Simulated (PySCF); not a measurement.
Electron correlation in S (sulfur, neutral)

[Ne] 3s1 3p4 3d1, one real determinant (an excited configuration). All numbers are calculated (PySCF 2.14, no relativity, point nucleus, in dyall-av3z (19s12p3d2f, 84 functions)). Frozen: [Ne]; 6 electrons correlated; the 26 highest virtual orbitals of each spin left out.

| level | correlation energy (mhartree) |
| --- | --- |
| CCSD | -137.83 |
| (T) | -10.92 |
| CCSD(T) | -148.75 |

Diagnostics: T1 = 0.019, D1 = 0.0566, largest double amplitude 0.178.

The real determinant used has ⟨L²⟩ near 8 against 12 for a pure F term, so it mixes terms. The outer electron is Rydberg-like, and this basis confines it to a smaller radius and binds it less than a complete one would. A double-excitation amplitude exceeds 0.15, a sign of near-degeneracy.

Cost of the coupled-cluster step: roughly 6 core-seconds, for 6 correlated electrons.

The reference is one real determinant that mixes LS terms of this configuration.
